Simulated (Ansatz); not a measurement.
`C[CH](C)[Mg][F]` + H₂ → `C[CH2][Mg][F]` + CH₄ at 600 K and 1 bar (hydrogenolysis of a C–C bond).

Gas-phase electronic energies from Ansatz, PBE0-D4/def2-TZVP geometries. CCSD(T)/CBS is the MP2 limit (def2-TZVPP, def2-QZVPP) plus CCSD(T) − MP2 in def2-TZVPP, frozen cores. This one scheme is used for every species. For Mg outer-core shells are correlated without core-valence functions, which leaves a few kJ/mol of doubt a bond. One conformer a species, not always the lowest.

```
          species  CCSD(T)/CBS energy (Eh)  H − E (kJ/mol)  S (J/(mol·K))
`C[CH](C)[Mg][F]`               -418.11940           310.5          448.0
               H₂                 -1.17544            43.9          150.8
  `C[CH2][Mg][F]`               -378.86278           223.6          396.5
              CH₄                -40.46206           140.4          215.7
```

H − E and S are ideal-gas, rigid-rotor, harmonic terms from PBE0-D4/def2-TZVP, for one conformer and one mirror image of each species. The MP2-based limit puts H₂ 0.8 mEh under its directly extrapolated value; such offsets cancel only in part. 1 Eh = 2625.50 kJ/mol, R = 8.31446 J/(mol·K).

By hand: ΔE, ΔH, ΔS and ΔG.

ΔE = (-378.86278) + (-40.46206) − (-418.11940) − (-1.17544) = -0.03000 Eh = -78.8 kJ/mol. Δ(H − E) = 223.6 + 140.4 − 310.5 − 43.9 = 9.6, so ΔH = -69.2 kJ/mol. ΔS = 396.5 + 215.7 − 448.0 − 150.8 = 13.4 J/(mol·K). ΔG = -69.2 − 600 × (13.4)/1000 = -77.2 kJ/mol.

By hand: the equilibrium constant, and the temperature at which ΔG would vanish if ΔH and ΔS stayed fixed.

log₁₀ K = −ΔG/(RT ln 10) = 6.7. ΔH and −TΔS have one sign here, so there is no such temperature.

The number of gas molecules stays the same, so ΔS is small and ΔH decides. A doubt of 5 kJ/mol in ΔE shifts log₁₀ K by 0.4 here. Other conformers and mirror images would add mixing entropy, several J/(mol·K) or more a flexible species. These are equilibria of isolated gas molecules and say nothing of rates. Largest T1 diagnostic: 0.010 (customary marks: 0.02 for closed shells, 0.045 for open ones).
